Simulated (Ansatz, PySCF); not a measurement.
SiCl2I2, SMILES [Si](Cl)(I)(Cl)I.

The structure is a stationary point at PBE0-D3(BJ)/def2-SVP. The def2 effective core potentials stand for the cores of I; spin–orbit coupling is left out.

Vertical ionisation energy (IE) and electron affinity (EA) in eV. Rows of orbital energies are one-electron estimates. Where ΔSCF, EOM or ADC give a negative EA the extra electron is unbound and the value depends on the basis.

```csv
level,IE,EA
"−ε(HOMO), −ε(LUMO), CAM-B3LYP/def2-TZVP (PySCF)",9.14,1.06
"−ε(HOMO), −ε(LUMO), PBE/def2-TZVP (PySCF)",6.78,2.86
"ΔSCF, PBE0/def2-SVPD (Ansatz), final states of multiplicity 2 and 2",9.77,0.75
"ΔSCF, PBE/def2-SVPD (Ansatz), final states of multiplicity 2 and 2",9.38,0.85
```

**Question.** What vertical singlet–triplet gap does ΔSCF give with PBE0/def2-SVPD (Ansatz, a program for electronic structure) and with PBE/def2-SVPD (Ansatz)? (Estimate from the structure and the level; the computed values follow.)

**Answer.** 4.23 and 3.86 eV (triplet above singlet where positive).
